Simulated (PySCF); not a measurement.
# Reading the logs of faulty runs: AlClH2NSi cation

Calculated results; nothing here was measured. The program is PySCF 2.14.0, an open-source quantum chemistry code, run on an isolated molecule that a program drew, which may never have been made. The molecule is AlClH2NSi cation (charge +1, singlet), drawn as the SMILES string `[SiH2]=[N][Al+][Cl]`.

Each row is a Hartree-Fock (HF) and frozen-core CCSD(T) single point in the cc-pV(D+d)Z basis, meant for a local HF minimum. Run 1 is clean. Each other run has one planted mistake out of seven kinds, and not every kind appears here: one electron removed, one electron added, multiplicity raised by two, geometry at a saddle point, minimal basis STO-3G, one bond length entered in bohr, all coordinates scaled. The reference is restricted for singlets and unrestricted otherwise, and also for a bond in bohr. Adding or removing an electron swaps singlet and doublet. Electrons count all cores. HOMO and LUMO are orbital energies over both spins, the gradient is its largest component, and the lowest frequency (negative if imaginary) is given only where the gradient is small. Bond lengths are over the 5 bonds as drawn. T1 is the CCSD diagnostic: over 0.02 (restricted) or 0.045 (unrestricted) a single reference is doubtful.

Geometry of the clean run:
```xyz
6
AlClH2NSi cation, angstrom
Si    1.0259    0.9078   -0.0041
N     0.9853    0.0311    1.3211
Al    0.9430   -0.8819    2.7020
Cl    0.8912   -1.9955    4.3861
H     1.9089    2.0657   -0.1441
H     0.1827    0.6081   -1.1613
```

| run | electrons | basis functions | <S^2> | HOMO (eV) | LUMO (eV) | gradient (hartree/bohr) | lowest frequency (cm^-1) | mean bond (Å) | longest bond (Å) | T1 | HF (hartree) | CCSD(T) (hartree) | mistake |
|---|---|---|---|---|---|---|---|---|---|---|---|---|---|
| 1 | 52 | 93 | 0.000 | -15.91 | -3.73 | 3.9e-05 | 80 | 1.6381 | 2.020 | 0.0164 | -1045.80799 | -1046.28111 | no fault |
| 2 | 53 | 93 | 0.761 | -5.17 | 0.70 | 6.3e-02 | - | 1.6381 | 2.020 | 0.0189 | -1045.97042 | -1046.46488 | one electron added |
| 3 | 52 | 34 | 0.000 | -12.97 | 0.00 | 4.3e-02 | - | 1.6381 | 2.020 | 0.0255 | -1033.98860 | -1034.16210 | minimal basis STO-3G |
| 4 | 52 | 93 | 1.127 | -13.58 | -6.07 | 4.1e-02 | - | 1.9328 | 3.129 | 0.0315 | -1045.67783 | -1046.12499 | one bond length entered in bohr |
| 5 | 52 | 93 | 2.019 | -10.68 | -6.06 | 8.5e-02 | - | 1.6381 | 2.020 | 0.0234 | -1045.67615 | -1046.12165 | ? |

**Which mistake was planted in run 5, and what did it cost?**

Electrons, basis and geometry are unchanged, and <S^2> is 2.019, beside S(S+1) = 2.00 for a multiplicity of 3. So the mistake is: multiplicity raised by two. Subtracting run 1 and multiplying by 627.51 kcal/mol a hartree, the energy moved by 82.7 kcal/mol in HF and 100.1 kcal/mol in CCSD(T).

Cautions from the logs. Run 3: T1 is over the limit, so its CCSD(T) energy is less reliable.
